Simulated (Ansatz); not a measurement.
Total energies of `FC(F)(F)C1=CC(C(F)(F)F)=[O+][B-](Cl)(Cl)O1`.

Cartesian coordinates in Å:
```
F 0.877 3.284 -0.585
C -0.143 2.650 -0.025
F -1.228 2.849 -0.768
F -0.357 3.158 1.182
C 0.170 1.157 0.089
C -0.647 0.197 -0.478
C -0.338 -1.112 -0.160
C -1.246 -2.274 -0.565
F -2.276 -1.840 -1.285
F -0.563 -3.149 -1.289
F -1.711 -2.880 0.519
O 0.675 -1.469 0.511
B 1.773 -0.494 0.886
Cl 3.089 -0.653 -0.347
Cl 2.242 -0.787 2.592
O 1.207 0.907 0.772
H -1.523 0.456 -1.048
```

The species carries charge 0 and has multiplicity 1. The structure was optimised at the PBE0-D4/def2-TZVP level. Basis def2-TZVPP, the Gaussian-basis code of Ansatz.

RPA on PBE orbitals: Hartree–Fock energy of these orbitals -1880.32875 Eh, correlation -4.81589 Eh (frozen core).

```csv
functional,energy without D4 (Eh),D4 term (kJ/mol)
LDA (SPW92),-1876.72016,–
PBE,-1885.12217,-62.3
revPBE,-1885.97811,-189.4
BLYP,-1886.32117,-134.5
r2SCAN,-1885.99282,-17.6
B97M-V,-1886.00642,–
B3LYP,-1886.48594,-98.7
r2SCANh,-1885.93404,-18.6
HSE06 (plane-wave form),-1885.13969,-50.0
BHLYP,-1886.04962,-72.6
CAM-B3LYP,-1886.21188,-54.5
LC-ωPBE,-1885.64708,–
ωB97M-V,-1886.20667,–
B2PLYP,-1885.62279,–
```

(1) Give the same for PBE0, r2SCAN0, ωB97X-V, PBE-QIDH. (Estimate.)

B3LYP takes the VWN-RPA correlation (the form of Gaussian; ORCA's B3LYP/G). HSE06 is the plane-wave form, built on full-range PBE exchange. The double hybrids freeze the cores in their second-order part.

Answers

(1) The calculation gave: 
```csv
functional,energy without D4 (Eh),D4 term (kJ/mol)
PBE0,-1885.19557,-53.6
r2SCAN0,-1885.85015,-20.3
ωB97X-V,-1886.03547,–
PBE-QIDH,-1884.90068,–
```

LC-ωPBE has ω = 0.4 bohr⁻¹.
